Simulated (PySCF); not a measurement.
**Question.** What does the PBE0-D3(BJ)/def2-SVP structure of `C=CC[SiH2]P([SiH3])[SiH3]` look like in three dimensions?

**Answer.** 
```
atom  x, y, z in Å
C1    -3.8790   -0.3862    0.2698
C2    -3.1593    0.4360   -0.4977
C3    -1.8582    0.0998   -1.1475
Si4   -0.4111    0.9166   -0.2391
P5     1.4921    0.5405   -1.4074
Si6    1.7315   -1.6358   -0.8530
Si7    2.9396    1.3679    0.1145
H8    -3.5611   -1.4178    0.4555
H9    -4.8111   -0.0590    0.7371
H10   -3.5191    1.4620   -0.6490
H11   -1.6853   -0.9892   -1.1585
H12   -1.8272    0.4490   -2.1938
H13   -0.3310    0.3889    1.1594
H14   -0.6062    2.3984   -0.1803
H15    1.5941   -1.8831    0.6171
H16    3.0803   -2.0959   -1.3003
H17    0.6838   -2.4234   -1.5714
H18    2.8181    2.8565    0.1125
H19    4.3231    0.9825   -0.2969
H20    2.6885    0.8606    1.5003
```

Any rigid rotation of these coordinates is as good. Atoms count from 1 in this order. Si6 (SiH3 silicon) is tetrahedral (angles from 108.4° to 113.0°). Of the pairs four or more bonds apart, H8···H11 is among the closest relative to their van der Waals radii: 2.51 Å, 105 % of the sum of Bondi's values. Si4 (SiH2 silicon) is tetrahedral (angles from 107.1° to 112.2°). The C–C distances run from 1.335 Å (C1=C2, drawn double) to 1.493 Å (C2–C3, drawn single), a spread of 0.158 Å.

Bonds between heavy atoms (Å): C1=C2 1.335, C2–C3 1.493, C3–Si4 1.894, Si4–P5 2.265, P5–Si6 2.259, P5–Si7 2.257.

Computed with PBE0-D3(BJ)/def2-SVP geometry optimisation, gas phase (PySCF 2.14.0).

Point group: C1 (no symmetry element, even within 0.4 Å). Stationary, but not proved a minimum. One conformer, not necessarily the lowest (C1–C2–C3–Si4 -105°, C2–C3–Si4–P5 -174°, C3–Si4–P5–Si6 -74°).

Hardware: Intel Xeon 6975P-C, one thread, shared host with 192 logical CPUs at a one-minute load of 88. Cost: 1.7 min of wall time, 0.79 GiB resident at most. That covers the optimisation of the geometry.
